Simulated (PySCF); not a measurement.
MgH2, SMILES [MgH2].

Coordinates come from a PBE0-D3(BJ)/def2-TZVPD optimisation.

Calculation: TDA-PBE0/def2-TZVPD (PySCF).

Vertical excitations; the highest root listed may be one member of a degenerate set. Isolated molecule, no solvent. State labels are in the subgroup D2h.

Q: List the lowest excited states. (Estimate from the structure and the level; the computed values follow.)

A: 
```tsv
state	symmetry	energy (eV)	λ (nm)	f	main pairs
S1	B3g	5.24	236	0.000	HOMO→LUMO (degenerate set)
S2	B2g	5.24	236	0.000	HOMO→LUMO+1 (degenerate set)
S3	B2u	6.91	179	0.345	HOMO−1→LUMO (degenerate set)
S4	B3u	6.91	179	0.345	HOMO−1→LUMO+1 (degenerate set)
S5	B1u	7.13	174	0.613	HOMO→LUMO+2 94 %
S6	Ag	7.43	167	0.000	HOMO→LUMO+3 78 %, HOMO−1→LUMO+2 21 %
S7	B1u	7.63	163	0.321	HOMO→LUMO+4 97 %
S8	Ag	7.88	157	0.000	HOMO−1→LUMO+2 77 %, HOMO→LUMO+3 21 %
S9	B3g	8.06	154	0.000	HOMO→LUMO+5 (degenerate set)
S10	B2g	8.06	154	0.000	HOMO→LUMO+6 (degenerate set)
T1	B3g	4.83	257	0	HOMO→LUMO (degenerate set)
T2	B2g	4.83	257	0	HOMO→LUMO+1 (degenerate set)
T3	B1u	4.90	253	0	HOMO→LUMO+2 96 %
T4	B2u	5.90	210	0	HOMO−1→LUMO 91 %
```
Triplets are in the Tamm–Dancoff approximation.
